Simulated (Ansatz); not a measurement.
As₂S₂, relaxed as a singlet with RKS r2SCAN-D4/def2-SVP in Ansatz, starting from the GFN2-xTB geometry. Force threshold 0.02 eV/Å.

The restricted singlet is unstable towards broken spin symmetry in Hartree–Fock (as tested in another run); at r2SCAN-D4/def2-SVP this wasn't settled. Another isomer (singlet) lies 0.51 eV lower at PBE0-D4/def2-TZVP; other spin states weren't run for this one.

Start:

Cartesian coordinates in Å:
```
As 0.179 -1.537 -0.383
As -0.973 -0.372 1.208
S -0.119 1.482 0.311
S 0.913 0.428 -1.137
```

Problem. Estimate the energy that the relaxation releases and the steps that it takes.

Solution. 0.02 eV, in 3 steps; 7 s on 4 threads of Arm Neoverse N1 on a shared host. No frequencies were taken in this run, so the end may be a saddle point.

Problem. Does the start keep its bonding and symmetry?

Solution. By distances, no bond broke or formed. The bond that changes most is As1–As2, from 2.28 to 2.32 Å (atoms count from 1). Point group C2v at the start, C2v at the end, both within 0.05 Å; within 0.015 Å the end is Cs.

Problem. Predict the relaxed structure.

Solution. 
```xyz
4

As    0.182   -1.552   -0.393
As   -0.982   -0.371    1.226
S    -0.124    1.493    0.312
S     0.924    0.430   -1.145
```
Bond lengths: 2 × As–S 2.25 Å; 1 × As–As 2.32 Å; 1 × S–S 2.09 Å.
